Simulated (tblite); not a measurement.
Species: C4H13BN2Si.
Numbering: `[CH2:1]=[CH:2][Si@@H:3]([NH2:4])[NH:5][B:6]([CH3:7])[CH3:8]` (hydrogens: H9, H10 on C1; H11 on C2; H12 on Si3; H13, H14 on N4; H15 on N5; H16, H17, H18 on C7; H19, H20, H21 on C8)

Computed with GFN2-xTB (tblite), gas phase: L-BFGS steps from a force-field or distance-geometry start until the largest atomic force falls under 0.01 eV/Å.

Step 55: E = -653.5184 eV
```
atom  x, y, z in Å  |  force x, y, z in eV/Å
C1      2.6959   -1.5050   -0.7282    0.066   0.060  -0.021
C2      2.2303   -1.1230    0.4491   -0.004  -0.024  -0.015
Si3     1.1466    0.3736    0.8355   -0.040   0.022   0.002
N4      2.1020    1.7560    0.4209    0.032   0.051   0.042
N5     -0.3099    0.7052   -0.0693   -0.005   0.021   0.028
B6     -1.6090    0.1743   -0.0396    0.010   0.031  -0.044
C7     -1.8754   -1.2550    0.5904   -0.004   0.040   0.000
C8     -2.8202    0.9906   -0.6864    0.026  -0.008  -0.039
H9      2.4732   -0.9639   -1.6325   -0.095  -0.004  -0.015
H10     3.3477   -2.3592   -0.8468   -0.019  -0.004   0.006
H11     2.5302   -1.6959    1.3200   -0.045  -0.078  -0.030
H12     0.7968    0.2305    2.2616   -0.080   0.063   0.014
H13     3.0551    1.7749    0.7418    0.059  -0.034  -0.026
H14     1.7017    2.6732    0.5413   -0.040   0.000  -0.001
H15    -0.1965    1.5402   -0.6302   -0.065  -0.011   0.036
H16    -2.7357   -1.2679    1.2551    0.001   0.020   0.046
H17    -1.0154   -1.6366    1.1337   -0.016  -0.046  -0.003
H18    -2.1050   -1.9609   -0.2078    0.054  -0.019   0.025
H19    -3.2540    0.4424   -1.5240    0.058   0.061   0.011
H20    -3.6392    1.1465    0.0166    0.103  -0.078   0.041
H21    -2.5281    1.9772   -1.0467    0.003  -0.063  -0.058
```

Step 56: E = -653.5212 eV
```
atom  x, y, z in Å  |  force x, y, z in eV/Å
C1      2.6902   -1.5017   -0.7310    0.054   0.055  -0.007
C2      2.2236   -1.1224    0.4473    0.006  -0.035  -0.032
Si3     1.1441    0.3758    0.8367    0.052   0.046  -0.055
N4      2.1059    1.7549    0.4249    0.045   0.040   0.041
N5     -0.3080    0.7099   -0.0689   -0.049   0.029   0.019
B6     -1.6045    0.1765   -0.0369   -0.036  -0.006  -0.041
C7     -1.8705   -1.2523    0.5921   -0.023   0.000   0.008
C8     -2.8179    0.9853   -0.6870    0.031   0.003  -0.029
H9      2.4656   -0.9568   -1.6332   -0.076  -0.023   0.000
H10     3.3407   -2.3578   -0.8512   -0.037   0.024   0.002
H11     2.5204   -1.6968    1.3182   -0.036  -0.085  -0.036
H12     0.7969    0.2349    2.2584   -0.105   0.051   0.097
H13     3.0607    1.7666    0.7427    0.035  -0.028  -0.031
H14     1.7105    2.6736    0.5496   -0.035   0.006   0.001
H15    -0.2046    1.5471   -0.6268   -0.020   0.015   0.025
H16    -2.7335   -1.2610    1.2540    0.021   0.011   0.057
H17    -1.0127   -1.6399    1.1354   -0.030  -0.023   0.002
H18    -2.1030   -1.9596   -0.2045    0.055  -0.006   0.016
H19    -3.2437    0.4280   -1.5215    0.029   0.051  -0.015
H20    -3.6409    1.1435    0.0112    0.116  -0.083   0.037
H21    -2.5282    1.9692   -1.0549    0.002  -0.044  -0.058
```

Step 57: E = -653.5247 eV
```
atom  x, y, z in Å  |  force x, y, z in eV/Å
C1      2.6854   -1.4998   -0.7366    0.020   0.039   0.002
C2      2.2145   -1.1244    0.4415    0.004  -0.026  -0.030
Si3     1.1424    0.3780    0.8386    0.100   0.068  -0.092
N4      2.1113    1.7538    0.4320    0.072   0.054   0.052
N5     -0.3092    0.7253   -0.0610   -0.074   0.008   0.027
B6     -1.6011    0.1837   -0.0332   -0.060  -0.034  -0.040
C7     -1.8618   -1.2460    0.5956   -0.036  -0.042   0.025
C8     -2.8188    0.9777   -0.6928    0.032  -0.005  -0.060
H9      2.4582   -0.9543   -1.6387   -0.047  -0.033   0.020
H10     3.3329   -2.3592   -0.8555   -0.047   0.049  -0.011
H11     2.5060   -1.7027    1.3119   -0.025  -0.082  -0.045
H12     0.7982    0.2348    2.2585   -0.113   0.044   0.135
H13     3.0705    1.7547    0.7408   -0.029  -0.011  -0.044
H14     1.7212    2.6745    0.5651   -0.001  -0.029   0.000
H15    -0.2161    1.5682   -0.6102    0.023   0.042   0.009
H16    -2.7258   -1.2506    1.2575    0.045  -0.005   0.053
H17    -1.0049   -1.6390    1.1381   -0.047   0.017   0.003
H18    -2.0955   -1.9564   -0.1981    0.042   0.011   0.008
H19    -3.2321    0.4026   -1.5223    0.013   0.069   0.002
H20    -3.6469    1.1378   -0.0008    0.124  -0.085   0.027
H21    -2.5373    1.9585   -1.0759    0.004  -0.049  -0.040
```

Task: Estimate the geometry and energy of step 58. (The exact step hangs on the optimiser's Hessian estimate; all steps are aligned on step 57, rigid shifts and turns removed.)

Result: E = -653.5295 eV, largest force 0.196 eV/Å
```
atom  x, y, z in Å  |  force x, y, z in eV/Å
C1      2.6787   -1.4927   -0.7426   -0.042   0.005   0.015
C2      2.2033   -1.1249    0.4364   -0.002  -0.008  -0.021
Si3     1.1401    0.3832    0.8409    0.171   0.069  -0.067
N4      2.1204    1.7539    0.4422    0.044   0.024   0.031
N5     -0.3096    0.7354   -0.0557   -0.086   0.036   0.007
B6     -1.5975    0.1882   -0.0313   -0.055  -0.098  -0.012
C7     -1.8550   -1.2414    0.5988   -0.039  -0.086   0.033
C8     -2.8161    0.9689   -0.6985    0.040  -0.004  -0.025
H9      2.4449   -0.9471   -1.6434   -0.006  -0.030   0.034
H10     3.3197   -2.3573   -0.8625   -0.043   0.069  -0.027
H11     2.4884   -1.7108    1.3040   -0.013  -0.069  -0.050
H12     0.7936    0.2455    2.2610   -0.104   0.029   0.131
H13     3.0832    1.7418    0.7397   -0.051   0.007  -0.037
H14     1.7371    2.6767    0.5804    0.024  -0.031   0.006
H15    -0.2265    1.5829   -0.5985    0.061   0.059   0.000
H16    -2.7186   -1.2412    1.2618    0.048  -0.021   0.046
H17    -1.0006   -1.6412    1.1403   -0.035   0.060   0.020
H18    -2.0881   -1.9561   -0.1911    0.011   0.029  -0.007
H19    -3.2175    0.3808   -1.5205   -0.052   0.011  -0.073
H20    -3.6471    1.1287   -0.0108    0.109  -0.069   0.029
H21    -2.5417    1.9439   -1.0961    0.019   0.016  -0.033
```

The energy changes by -0.0048 eV. The first-order estimate −F·Δx gives -0.0067 eV and the mean of the old and new forces, exact on a quadratic surface, -0.0048 eV. The step makes an angle of 76° with the force vector and moves no atom by more than 0.026 Å.

The cost below is that of the whole relaxation. The run took 1.7 s wall on one thread of an Arm Neoverse N1, shared host with 64 logical CPUs at a one-minute load of 60.
